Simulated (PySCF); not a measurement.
Cl2H6Si3, SMILES [SiH3][SiH2][SiH](Cl)Cl. Heavy atoms are numbered as in [SiH3:1][SiH2:2][SiH:3]([Cl:4])[Cl:5]. Hydrogens are named by the atom that carries them.

Geometry: B3LYP-D3(BJ)/def2-SVP. Other conformers were not sampled.

Level of theory: PBE/def2-TZVP run with PySCF.

Atomic charges (e), one atom of each kind:

```
atom          IAO  Löwdin
----------  -----  ------
Si1 (SiH3)   0.27    0.10
Si2 (SiH2)   0.12    0.02
Si3 (SiH)    0.67   -0.45
Cl4         -0.30    0.23
H on Si1    -0.08   -0.02
H on Si2    -0.07   -0.01
H on Si3    -0.09   -0.03
```

Computed Mayer and Wiberg (Löwdin basis) orders of the bonds:
```tsv
bond	Mayer	Wiberg
Si1–Si2	0.96	1.17
Si2–Si3	0.92	1.12
Si3–Cl4	1.16	1.82
Si3–Cl5	1.16	1.82
```
